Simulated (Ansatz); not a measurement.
Total energies of (BeO)3 ring (Be3O3) from Ansatz at PBE0-D4/def2-TZVP, gas phase (1 Eh = 27.2114 eV = 2625.5 kJ/mol). The reference geometry is relaxed at PBE0-D4/def2-SVP.

```
                 state   geometry  energy (Eh)
      charge 0 singlet  reference   -270.00581
      charge 1 doublet  reference   -269.60939
free Be atom (singlet)          –    -14.63549
 free O atom (triplet)          –    -75.01860
```

(1) Work out the vertical ionisation energy to the doublet.

(2) What is the binding energy per atom against free atoms?

(1) E(charge 1 doublet) − E(charge 0 singlet) = -269.60939 − (-270.00581) = 0.39642 Eh = 10.79 eV. For comparison, −ε of the highest occupied level is 8.53 eV at this level, 2.26 eV less.

(2) Atoms: 3 × (-14.63549) + 3 × (-75.01860) = -268.96227 Eh. Binding: -268.96227 − (-270.00581) = 1.04354 Eh = 28.40 eV, or 4.73 eV for each of 6 atoms (no zero-point energy, no counterpoise term).
